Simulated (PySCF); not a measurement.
C7H7, SMILES c1ccc(cc1)[CH2], multiplicity 2. The structure is a stationary point at ωB97X-D3(BJ)/def2-SVP.

All values below come from ωB97X-D3(BJ)/def2-SVP run with PySCF.

Harmonic wavenumbers (cm⁻¹): 205, 362, 397, 488, 508, 535, 629, 697, 713, 792, 846, 854, 932, 972, 1001, 1013, 1030, 1054, 1121, 1163, 1178, 1289, 1337, 1349, 1483, 1494, 1516, 1633, 1646, 3177, 3203, 3206, 3217, 3223, 3234, 3291. Rotational constants (GHz): 5.515, 2.691, 1.809; symmetry number 2.

**Question.** Work out the zero-point energy and the ideal-gas rigid-rotor harmonic-oscillator thermochemistry at 298.15 K and 1 atm.

**Answer.** ZPE = ½ Σ hcν = ½ × 50788 cm⁻¹ = 72.61 kcal/mol. H − E(el) = 76.72 kcal/mol. Entropy in cal/(mol K): translation 39.44, rotation 25.51, vibration 8.48, spin 1.38, total 74.80. G − E(el) = 54.42 kcal/mol. Cp = 24.62 cal/(mol K).
